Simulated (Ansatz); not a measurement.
`[CH2]1[SiH2][SbH]1`, charge 0, multiplicity 1.

Task: Give a relaxed structure at PBE0-D4/def2-TZVP (the Gaussian-basis code of Ansatz). (Best estimate.)

Result: Computed: 
Z-matrix (Å, degrees):
```
C
Sb 1 2.251
Si 1 1.842 2 75.0
H 1 1.085 2 113.0 3 -117.3
H 1 1.086 2 110.5 3 115.2
H 2 1.712 1 90.8 3 87.0
H 3 1.481 1 116.7 2 109.5
H 3 1.479 1 117.7 2 -110.3
```
